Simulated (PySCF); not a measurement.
A side-by-side comparison of computed properties.

First species: C₆H₁₀O₃.
Geometry (GFN2-xTB, Å), atoms numbered from 1 in this order:
```xyz
19
C6H10O3 angstrom
C      0.5670   -1.5266    0.7168
C      0.8776   -0.1771    0.1418
C      0.0923    0.8866    0.2716
C     -1.2300    0.9083    0.9718
O     -2.2991    1.1787    0.0383
C     -2.7444    0.1650   -0.6699
O     -2.3792   -0.9736   -0.6190
C      2.1817   -0.0918   -0.6149
O      2.3941    1.1066   -1.3132
H      0.4986   -1.4772    1.8022
H      1.3404   -2.2435    0.4543
H     -0.3863   -1.8832    0.3291
H      0.3858    1.8303   -0.1674
H     -1.4349   -0.0414    1.4704
H     -1.2790    1.7321    1.6877
H     -3.5445    0.5270   -1.3394
H      3.0113   -0.1685    0.0966
H      2.2465   -0.9532   -1.2985
H      1.6923    1.2107   -1.9655
```

Second species: C₆H₂F₄.
Bonds: F1–C2, C2–C3 (aromatic), C3–C4 (aromatic), C4–C5 (aromatic), C5–F6, C5–C7 (aromatic), C7–F8, C7–C9 (aromatic), C9–F10, C2–C9 (aromatic). Hydrogens: H11 on C3; H12 on C4.

Levels: PBE0/pcSseg-1 for HOMO energy, LUMO energy and HOMO–LUMO gap. Geometries: GFN2-xTB. All species are isolated and taken at one optimised geometry, non-relativistic unless stated; the electronic structure was computed with PySCF and density fitting.

```json
{"property": "HOMO energy", "column X": "-7.27 eV", "column Y": "-7.67 eV"}
{"property": "LUMO energy", "column X": "0.04 eV", "column Y": "-1.01 eV"}
{"property": "HOMO–LUMO gap", "column X": "7.31 eV", "column Y": "6.66 eV"}
```

(1) Which column belongs to which species?

(2) How does each property change from the first species to the second?

## Answers

(1) Column X is the first species and column Y the second. The first has 19 atoms and 70 electrons, the second 12 and 74.

(2) HOMO energy -0.40 eV; LUMO energy -1.05 eV; HOMO–LUMO gap -0.65 eV.

One conformer stands for the species.
